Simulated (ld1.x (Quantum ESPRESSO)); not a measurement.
**Varying the TM potential for O (Z = 8)**

Base potential:

```json
{"Element": "O (Z = 8)", "Generator": "ld1.x (Quantum ESPRESSO) 7.5", "Type": "norm-conserving Troullier–Martins (Kleinman–Bylander form)", "Functional": "PBE", "Relativity": "scalar-relativistic", "Frozen core": "[He]", "Valence charge": "6", "Reference configuration": "2s1.5 2p4.5", "Partial waves": "2s (bound): rc 0.60 bohr; 2p (bound): rc 2.00 bohr; 3d channel at 0.05 Ry: rc 1.80 bohr", "Local potential": "the d channel", "Core correction": "none"}
```

All-electron outer shells of the reference configuration (PBE, scalar-relativistic, ld1.x):

```tsv
shell	level (eV)	outermost node (bohr)	outermost maximum (bohr)
1s	-515.06	–	0.13
2s	-24.20	0.28	0.87
2p	-9.25	–	0.82
```

Cutoffs, loose and tight: the cutoffs (Ry, on a coarse ladder) from which the occupation-weighted sum of valence levels, in a spherical-Bessel basis at the reference potential, stays within 10 and 1 mRy of its value at 400 Ry. They do not see the model core or the augmentation charge, which bear on the density cutoff. Test errors are all-electron minus pseudo excitation energies from the reference, over the configurations 2s2 2p4; 2s2 2p3; 2s2 2p2; 2s2 2p1; 2s1 2p4; 2s2 2p4.3; 2s0 2p6. A dash means not determined; rows that change the core or the reference have their own tests.

| change | outcome | cutoff, loose | cutoff, tight | bound ghosts | largest test error (meV) |
| --- | --- | --- | --- | --- | --- |
| base | generated | 180 Ry | over 300 Ry | none | +2794 |
| functional LDA (PZ) | generated | 180 Ry | over 300 Ry | none | +2830 |
| core correction a·sin(br)/r model core inside 0.24 bohr | generated | 180 Ry | over 300 Ry | none | +2748 |
| non-relativistic | generated | 180 Ry | over 300 Ry | none | +2795 |
| wave 3d channel at 0.05 Ry: rc 1.80 bohr becomes 3d channel at 0.05 Ry: rc 1.14 bohr | generated | 180 Ry | over 300 Ry | none | +2751 |
| wave 3d channel at 0.05 Ry: rc 1.80 bohr becomes 3d channel at -0.15 Ry: rc 1.80 bohr | generated | 180 Ry | over 300 Ry | none | +2792 |
| local potential the p channel | generated | 180 Ry | over 300 Ry | none | +2515 |

**Question.** What comes out with this change to the base: wave 2p (bound): rc 2.00 bohr becomes 2p (bound): rc 1.52 bohr?

**Answer.** outcome: generated; cutoff, loose: 180 Ry; cutoff, tight: over 300 Ry; bound ghosts: none; largest test error (meV): +1109.

**Question.** What comes out with this change to the base: reference 2s2 2p4?

**Answer.** outcome: generated; cutoff, loose: 200 Ry; cutoff, tight: over 300 Ry; bound ghosts: none; largest test error (meV): +2321.
